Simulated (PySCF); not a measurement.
Cartesian coordinates (Å):
SMILES: BC=C
```xyz
8

B      1.2581     0.2589     0.0129
C     -0.0467    -0.5436     0.1013
C     -1.2294     0.0602    -0.0721
H      2.3292    -0.2534     0.1626
H      1.1967     1.4344    -0.2133
H     -0.0489    -1.6131     0.3047
H     -1.2814     1.1258    -0.2775
H     -2.1776    -0.4691    -0.0184
```
Charge 0, multiplicity 1.

Problem. Give the HOMO, total energy and dipole moment at the level PBE0-D4/def2-TZVP run with PySCF 2.14.0.

Solution. 
The HOMO is -8.51 eV and the total energy is -2827.75 eV. The dipole moment is 1.35 D.
